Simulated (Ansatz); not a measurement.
`NCBP`, one more setting.

```yaml
crystal:
  periodic: [false, false, false]
  atoms:
    - {symbol: N, position_ang: [-1.042984, 0.928042, -0.435242]}
    - {symbol: C, position_ang: [-1.028225, -0.167917, 0.465927]}
    - {symbol: B, position_ang: [0.615017, -0.683830, 0.527054]}
    - {symbol: P, position_ang: [1.918980, -0.290348, -0.685937]}
    - {symbol: H, position_ang: [-1.937291, 1.548187, -0.562086]}
    - {symbol: H, position_ang: [-0.511334, 1.679139, -0.733288]}
    - {symbol: H, position_ang: [-1.060387, 0.402157, 1.267442]}
    - {symbol: H, position_ang: [-1.573172, -0.624635, 0.433721]}
    - {symbol: H, position_ang: [0.762668, -1.485869, 1.366892]}
    - {symbol: H, position_ang: [1.196666, 0.125416, -1.990601]}
    - {symbol: H, position_ang: [2.527984, -1.807246, -0.699550]}
basis:
  gaussian: {orbitals: def2-TZVPD}
magnetization: {spin_polarized: true, initial_magnetization: 0}
hamiltonian: {xc: {name: B3LYP}, dispersion: d4}
```

```sh
$ ansatz run in.yaml --threads 2 --pin off --events-out ev --progress --plain --max-ram 4352MiB
```

It prints (some lines left out):

```
Functional definition: B3LYP
  name "B3LYP"
  cite "Stephens, Devlin, Chabalowski & Frisch, J. Phys. Chem. 98, 11623 (1994) doi:10.1021/j100096a001"
  cite "Becke, Phys. Rev. A 38, 3098 (1988) doi:10.1103/PhysRevA.38.3098"
  cite "Lee, Yang & Parr, Phys. Rev. B 37, 785 (1988) doi:10.1103/PhysRevB.37.785"
  cite "Vosko, Wilk & Nusair, Can. J. Phys. 58, 1200 (1980) doi:10.1139/p80-159"
  parameter a0 = 0.2
  parameter ax = 0.72
  parameter ac = 0.81
  exchange = (1 - a0 - ax)*slater_x + ax*b88_x + a0*exact_x
  correlation = (1 - ac)*vwn_rpa_c + ac*lyp_c
1153 factors; their error is unknown
mean field evaluation 1: about -12586.3077 eV, gradient 5.4e1 eV
mean field evaluation 2: about -12519.3971 eV, gradient 1.1e2 eV
mean field evaluation 4: about -12599.4471 eV, gradient 6.9e0 eV
mean field evaluation 8: about -12599.6985 eV, gradient 1.4e-1 eV
mean field evaluation 16: about -12599.7038 eV, gradient 3.2e-4 eV
mean field -12599.70376395 eV, -463.0305729391 hartree, gradient 3.5e-5 eV, S^2 0.000000; 0 other end points of the search recorded, 0 dependent functions left out
reference -12599.70405678 eV, -463.0305837006 hartree; 20, 20 occupied and 197, 197 virtual orbitals, 1153 factors
Total energy: -12600.03438313 eV, -463.0427229700 hartree
```

Run time 16 s (2 threads of an Arm Neoverse N1 on a shared host); peak host memory 0.61 GiB.
